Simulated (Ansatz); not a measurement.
Ansatz results at the PBE0-D4/def2-TZVP geometry: HOMO–LUMO gap (PBE0/def2-TZVPP) 4.49 eV; LUMO energy (ωB97M-V/def2-TZVPP) -1.30 eV; zero-point energy (PBE0-D4/def2-TZVP) 34.5 kJ/mol.

Each molecule was computed in one conformer, which needn't be the lowest.

Which molecule gave them?
A. `[CH3][Ti]([F])([F])[F]`
B. `[CH3][Ti]([CH3])([CH3])[F]`
C. `[F][Ti]([Cl])([Cl])[SeH]`
D. `[OH][Ti]([OH])([OH])[Cl]`

C. The others give `[OH][Ti]([OH])([OH])[Cl]`: 6.81, 0.27, 104.3; `[CH3][Ti]([CH3])([CH3])[F]`: 6.23, 0.62, 274.9; `[CH3][Ti]([F])([F])[F]`: 6.41, -0.09, 109.8.
